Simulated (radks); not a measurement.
Results of a calculation; reference values are marked as such.
Problem. The mean radii <r> (bohr) of the occupied orbitals of an atom or ion are listed with their occupations. Level of theory: Dirac Kohn-Sham, PBE, spin-unpolarised, spherical densities, point nucleus (a radial shooting solver on a logarithmic mesh with Libxc functionals).

orbital  occ.      <r>
1s1/2       2  0.02318
2s1/2       2  0.09845
2p1/2       2  0.08245
2p3/2       4  0.08897
3s1/2       2   0.2601
3p1/2       2   0.2498
3p3/2       4   0.2624
3d3/2       4   0.2339
3d5/2       6   0.2378
4s1/2       2   0.5929
4p1/2       2   0.6082
4p3/2       4   0.6368
4d3/2       4   0.6827
4d5/2       6   0.6929
5s1/2       2    1.442
5p1/2       2    1.631
5p3/2       4    1.726
6s1/2       2    4.382
4f5/2       5    1.064

Name the element and its charge. Open shells, if any, fill j = l - 1/2 first.

Solution. Z = 61, promethium, charge 0: Pm in [Xe] 4f5 6s2. The 1s radius gives Z: for a bare nucleus <r> = (2 gamma + 1)/(2Z) with gamma = sqrt(1 - (Z/c)^2), 0.02288 bohr for Z = 61, and screening makes it slightly larger (0.02318 here). The occupations add up to 61, and the charge is Z minus that.
